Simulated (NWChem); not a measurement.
Everything below was run with NWChem. System: BF₂, charge 0, spin multiplicity 2, at a geometry optimised with UPBE/def2-SVP. The structure started from a generated list of species. Its SCF solution wasn't tested for a lower state. Level: G0W0@UBHandHLYP/def2-TZVP, RI basis def2-tzvp-rifit.

Output (cleaned and shortened):

```
             Northwest Computational Chemistry Package (NWChem) 7.3.0
             --------------------------------------------------------

                                NWChem Input Module
                                -------------------

 Scaling coordinates for geometry "geometry" by  1.889725989
 (inverse scale =  0.529177249)

 Turning off AUTOSYM since
 SYMMETRY directive was detected!

                             Geometry "geometry" -> ""
                             -------------------------

 Output coordinates in angstroms (scale by  1.889725989 to convert to a.u.)

  No.       Tag          Charge          X              Y              Z
 ---- ---------------- ---------- -------------- -------------- --------------
    1 F                    9.0000     1.14819800     0.00000000    -0.14086300
    2 B                    5.0000     0.00000000     0.00000000     0.50710800
    3 F                    9.0000    -1.14819800     0.00000000    -0.14086300

 Effective nuclear repulsion energy (a.u.)      54.7890607378

            Nuclear Dipole moment (a.u.)
            ----------------------------
        X                 Y               Z
 ---------------- ---------------- ----------------
     0.0000000000     0.0000000000     0.0000113384

      Symmetry information
      --------------------

 Group name             C2v
 Group number             16
 Group order               4
 No. of unique centers     2

      Symmetry unique atoms

     1    2


 Summary of "ao basis" -> "" (spherical)
 ------------------------------------------------------------------------------
       Tag                 Description            Shells   Functions and Types
 ---------------- ------------------------------  ------  ---------------------
 *                         def2-tzvp                  on all atoms

 new library libraries.bse/

 Summary of "ri basis" -> "" (spherical)
 ------------------------------------------------------------------------------
       Tag                 Description            Shells   Functions and Types
 ---------------- ------------------------------  ------  ---------------------
 *                      def2-tzvp-rifit               on all atoms

                                 NWChem DFT Module
                                 -----------------

 Summary of "ao basis" -> "ao basis" (spherical)
 ------------------------------------------------------------------------------
       Tag                 Description            Shells   Functions and Types
 ---------------- ------------------------------  ------  ---------------------
 F                         def2-tzvp                11       31   5s3p2d1f
 B                         def2-tzvp                11       31   5s3p2d1f

 Summary of "ao basis" -> "ao basis" (spherical)
 ------------------------------------------------------------------------------
       Tag                 Description            Shells   Functions and Types
 ---------------- ------------------------------  ------  ---------------------
 F                         def2-tzvp                11       31   5s3p2d1f
 B                         def2-tzvp                11       31   5s3p2d1f

      Symmetry analysis of basis
      --------------------------

        a1         35
        a2         13
        b1         28
        b2         17

            General Information
            -------------------
          SCF calculation type: DFT
          Wavefunction type:  spin polarized.
          No. of atoms     :     3
          No. of electrons :    23
           Alpha electrons :    12
            Beta electrons :    11
          Charge           :     0
          Spin multiplicity:     2
          Use of symmetry is: on ; symmetry adaption is: on
          Maximum number of iterations: 100
          This is a Direct SCF calculation.
          AO basis - number of functions:    93
                     number of shells:    33
          Convergence on energy requested:  1.00D-06
          Convergence on density requested:  1.00D-05
          Convergence on gradient requested:  5.00D-04

              XC Information
              --------------
                        BHLYP Method XC Functional
[...]
    72     -0.127249  3 F  py

 Vector   14  Occ=0.000000D+00  E= 9.365215D-02  Symmetry=a1
              MO Center=  2.1D-16, -6.6D-15, -6.5D-01, r^2= 5.1D+00
   Bfn.  Coefficient  Atom+Function         Bfn.  Coefficient  Atom+Function
  ----- ------------  ---------------      ----- ------------  ---------------
    35      2.004872  2 B  s                 36     -1.607888  2 B  s
    45      1.044778  2 B  pz                42     -0.357716  2 B  pz
    14     -0.287824  1 F  pz                76     -0.287824  3 F  pz
    55      0.243754  2 B  d  2               5     -0.218297  1 F  s
    67     -0.218297  3 F  s                 34     -0.198291  2 B  s

   alpha - beta orbital overlaps
   -----------------------------

   alpha      1      2      3      4      5      6      7      8      9     10
    beta      1      2      3      4      5      6      7      9      8     10
 overlap   1.000  1.000  1.000  1.000  1.000  0.992  0.998  0.988  1.000  1.000

   alpha     11     12     13     14     15     16     17     18     19     20
    beta     11     12     13     14     15     16     17     18     19     20
 overlap   0.998  0.944  0.991  0.931  0.999  0.926  0.991  0.996  0.998  0.998

   alpha     21     22     23     24     25     26     27     28     29     30
    beta     22     21     23     24     25     26     27     28     29     30
 overlap   0.999  1.000  0.997  1.000  1.000  0.997  1.000  0.999  0.997  0.988

   alpha     31     32     33     34     35     36     37     38     39     40
    beta     31     32     34     33     35     36     37     38     39     40
 overlap   0.997  0.997  0.988  1.000  1.000  1.000  0.996  0.998  1.000  0.989

   alpha     41     42     43     44     45     46     47     48     49     50
    beta     41     43     42     44     45     46     47     48     49     50
 overlap   0.999  0.954  0.955  0.999  0.990  0.990  0.989  0.999  1.000  0.999

   alpha     51     52     53     54     55     56     57     58     59     60
    beta     52     51     53     54     55     56     57     58     59     60
 overlap   0.999  1.000  1.000  1.000  1.000  1.000  1.000  1.000  1.000  1.000

   alpha     61     62     63     64     65     66     67     68     69     70
    beta     61     62     63     64     65     66     67     68     69     70
 overlap   1.000  1.000  1.000  1.000  1.000  1.000  1.000  1.000  1.000  1.000

   alpha     71     72     73     74     75     76     77     78     79     80
    beta     71     72     74     73     75     76     77     78     79     80
 overlap   1.000  1.000  0.999  1.000  0.999  1.000  1.000  1.000  1.000  1.000

   alpha     81     82     83     84     85     86     87     88     89     90
    beta     81     82     83     84     85     86     87     88     89     90
 overlap   1.000  1.000  1.000  1.000  1.000  1.000  1.000  1.000  1.000  1.000

   alpha     91     92     93
    beta     91     92     93
 overlap   1.000  1.000  1.000

     --------------------------
     Expectation value of S2:
     --------------------------
      <S2> =      0.7515 (Exact =     0.7500)

 center of mass
 --------------
 x =   0.00000000 y =   0.00000000 z =   0.00889086

 moments of inertia (a.u.)
 ------------------
          12.798695407249           0.000000000000           0.000000000000
           0.000000000000         191.685483570703           0.000000000000
           0.000000000000           0.000000000000         178.886788163454

     Multipole analysis of the density
     ---------------------------------

     L   x y z        total         alpha         beta         nuclear
     -   - - -        -----         -----         ----         -------
     0   0 0 0     -0.000000    -12.000000    -11.000000     23.000000

     1   1 0 0     -0.000000     -0.000000      0.000000      0.000000
     1   0 1 0     -0.000000     -0.000000     -0.000000      0.000000
     1   0 0 1      0.190337     -0.872619      1.062944      0.000011

     2   2 0 0    -13.187779    -49.669664    -48.261098     84.742983
     2   1 1 0      0.000000      0.000000      0.000000      0.000000
     2   1 0 1      0.000000      0.000000      0.000000      0.000000
     2   0 2 0    -10.412269     -5.922939     -4.489330      0.000000
     2   0 1 1      0.000000      0.000000      0.000000      0.000000
     2   0 0 2    -11.760022    -11.496330     -6.130792      5.867100

 Task  times  cpu:        3.3s     wall:        3.3s

                                NWChem Input Module
                                -------------------

                                 NWChem GW Module
                                 ----------------

                             ***********************
                             ***        GW       ***
                             ***********************

 Summary of "ri basis" -> "ri basis" (spherical)
 ------------------------------------------------------------------------------
       Tag                 Description            Shells   Functions and Types
 ---------------- ------------------------------  ------  ---------------------
 F                      def2-tzvp-rifit             22       76   8s6p4d3f1g
 B                      def2-tzvp-rifit             22       76   8s6p4d3f1g

                 Memory Information
                 ------------------
          Available GA per process is          1699.9 MBs
          Available stack per process is        700.0 MBs
          Available heap per process is           0.0 MBs

          Peak memory in Initialization
              Peak GA per process is                  4.9 MBs
              Peak stack per process is               0.1 MBs
              Peak heap per process is                5.0 MBs
              Memory not in MA per process            0.0 MBs

          Peak memory in AFF Calculation
              Peak GA per process is                 34.3 MBs
              Peak stack per process is              26.8 MBs
              Peak heap per process is                0.0 MBs
              Memory not in MA per process           26.8 MBs

          Computing 2-center integrals
          Computing Inverse Cholesky factor
          Computing 3-center integrals
          Computing V_xc ...

          Computing Sigma_x
          Computing RPA polarizability
          Solving quasiparticle equations

                  Alpha Orbitals
          State     Energy (eV)     Error (eV)
          -----------------------------------
@GW         9        -17.817           0.003
@GW        10        -16.384           0.003
@GW        11        -16.157           0.003
@GW        12        -10.456           0.004
@GW        13          1.760           0.003
@GW        14          3.490           0.003

                   Beta Orbitals
          State     Energy (eV)     Error (eV)
          -----------------------------------
@GW         8        -17.743           0.003
@GW         9        -17.385           0.003
@GW        10        -16.350           0.003
@GW        11        -15.964           0.003
@GW        12         -0.080           0.003
@GW        13          2.511           0.003

   Applying  -1.7645 eV scissor-shift to rest of particle states

   Applying   1.4704 eV scissor-shift to rest of hole states

   Applying  -1.2614 eV scissor-shift to rest of particle states

   Applying   1.5761 eV scissor-shift to rest of hole states

     GW Timing Statistics
   ------------------------
   Init.   :          0.1s
     ERIs  :          0.4s
     Distr.:          0.0s
     Vxc   :          0.4s
   Sigma_x :          0.0s
   RPA     :          1.7s
   Wmn     :          0.0s
   Sigma_c :          0.0s
   GW total:          2.7s

 Task  times  cpu:        2.7s     wall:        2.7s

 Total times  cpu:        6.0s     wall:        6.0s
```

Write an NWChem input that would produce this output.

This is not unique; one that fits is 
```
start mol
memory heap 200 mb stack 700 mb global 1700 mb
geometry units angstroms nocenter noautoz
  F      1.148198     0.000000    -0.140863
  B      0.000000     0.000000     0.507108
  F     -1.148198     0.000000    -0.140863
  symmetry group C2v
end
basis spherical
  * library def2-tzvp
end
basis "ri basis" bse spherical
  * library def2-tzvp-rifit
end
dft
  xc bhlyp
  odft
  mult 2
  iterations 100
  direct
  tolerances tight
end
task dft energy
gw
  states alpha occ 4 vir 2
  states beta occ 4 vir 2
end
task dft gw
```
